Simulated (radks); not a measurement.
The ytterbium ion Yb+, configuration [Xe] 4f14 6s1 (the NIST ground configuration).

All-electron calculation, scalar-relativistic Kohn-Sham, PBE, spin-polarised, spherical densities, finite nucleus; open shells are filled with parallel spins first (spin-orbit coupling, left out, can overturn this in heavy ions); Fermi nuclear charge, rms radius 5.3108 fm; hard spherical wall at 20 bohr. Program: a radial shooting solver on a logarithmic mesh with Libxc functionals.

Energy parts (eV):
part                      energy
total                 -382535.18
kinetic                416765.62
electron-nucleus      -941109.42
Hartree                149771.08
exchange-correlation    -7962.47

Orbitals (lengths in bohr, moments of r in powers of bohr; r(max) is where P^2 peaks):
1s up: occ. 1; eigenvalue (eV) -61233.85; <r^4> 7.557e-07; r(max) 0.01237; <1/r> 80.62; <r> 0.01966
1s down: occ. 1; eigenvalue (eV) -61233.84; <r^4> 7.557e-07; r(max) 0.01237; <1/r> 80.62; <r> 0.01966
2s up: occ. 1; eigenvalue (eV) -10380.60; <r^4> 0.0001162; r(max) 0.07059; <1/r> 18.80; <r> 0.08334
2s down: occ. 1; eigenvalue (eV) -10380.60; <r^4> 0.0001162; r(max) 0.07059; <1/r> 18.80; <r> 0.08334
2p up: occ. 3; eigenvalue (eV) -9151.041; <r^4> 0.00008918; r(max) 0.05756; <1/r> 17.26; <r> 0.07415
2p down: occ. 3; eigenvalue (eV) -9151.036; <r^4> 0.00008918; r(max) 0.05756; <1/r> 17.26; <r> 0.07415
3s up: occ. 1; eigenvalue (eV) -2344.931; <r^4> 0.004343; r(max) 0.1994; <1/r> 6.945; <r> 0.2167
3s down: occ. 1; eigenvalue (eV) -2344.936; <r^4> 0.004343; r(max) 0.1994; <1/r> 6.945; <r> 0.2167
3p up: occ. 3; eigenvalue (eV) -1974.141; <r^4> 0.004611; r(max) 0.1966; <1/r> 6.466; <r> 0.2162
3p down: occ. 3; eigenvalue (eV) -1974.146; <r^4> 0.004611; r(max) 0.1966; <1/r> 6.466; <r> 0.2162
3d up: occ. 5; eigenvalue (eV) -1522.344; <r^4> 0.003595; r(max) 0.1603; <1/r> 6.123; <r> 0.1961
3d down: occ. 5; eigenvalue (eV) -1522.347; <r^4> 0.003595; r(max) 0.1603; <1/r> 6.123; <r> 0.1961
4s up: occ. 1; eigenvalue (eV) -466.6497; <r^4> 0.1052; r(max) 0.4551; <1/r> 2.935; <r> 0.4879
4s down: occ. 1; eigenvalue (eV) -466.6597; <r^4> 0.1052; r(max) 0.4551; <1/r> 2.935; <r> 0.4879
4p up: occ. 3; eigenvalue (eV) -344.9287; <r^4> 0.1401; r(max) 0.4763; <1/r> 2.678; <r> 0.5183
4p down: occ. 3; eigenvalue (eV) -344.9366; <r^4> 0.1401; r(max) 0.4763; <1/r> 2.678; <r> 0.5183
4d up: occ. 5; eigenvalue (eV) -184.6177; <r^4> 0.2176; r(max) 0.4910; <1/r> 2.366; <r> 0.5601
4d down: occ. 5; eigenvalue (eV) -184.6211; <r^4> 0.2176; r(max) 0.4910; <1/r> 2.366; <r> 0.5601
4f up: occ. 7; eigenvalue (eV) -9.7299; <r^4> 2.979; r(max) 0.4834; <1/r> 1.729; <r> 0.7889
4f down: occ. 7; eigenvalue (eV) -9.6974; <r^4> 2.680; r(max) 0.4833; <1/r> 1.734; <r> 0.7832
5s up: occ. 1; eigenvalue (eV) -61.7148; <r^4> 4.100; r(max) 1.071; <1/r> 1.096; <r> 1.209
5s down: occ. 1; eigenvalue (eV) -61.6469; <r^4> 4.068; r(max) 1.071; <1/r> 1.097; <r> 1.208
5p up: occ. 3; eigenvalue (eV) -34.2591; <r^4> 9.286; r(max) 1.233; <1/r> 0.8992; <r> 1.450
5p down: occ. 3; eigenvalue (eV) -34.1139; <r^4> 9.062; r(max) 1.232; <1/r> 0.9024; <r> 1.444
5d up: occ. 0; eigenvalue (eV) -6.7197; <r^4> 193.6; r(max) 1.989; <1/r> 0.4657; <r> 2.829
5d down: occ. 0; eigenvalue (eV) -6.0705; <r^4> 159.3; r(max) 1.924; <1/r> 0.4856; <r> 2.701
6s up: occ. 1; eigenvalue (eV) -9.6253; <r^4> 298.1; r(max) 3.071; <1/r> 0.3549; <r> 3.526
6s down: occ. 0; eigenvalue (eV) -8.7180; <r^4> 277.6; r(max) 3.034; <1/r> 0.3619; <r> 3.463
6p up: occ. 0; eigenvalue (eV) -5.8167; <r^4> 886.1; r(max) 3.991; <1/r> 0.2690; <r> 4.625

The highest occupied level is 6s up at -9.625 eV. The spin density at the nucleus is 47.59 e/bohr^3 (1s 0.17, 2s 0.05, 3s 0.11, 4s -0.04, 5s -0.90, 6s 48.20). The electron density at the nucleus is 1.085e+06 e/bohr^3 (large components only). The density falls to 0.001 e/bohr^3 at r = 4.32 bohr.
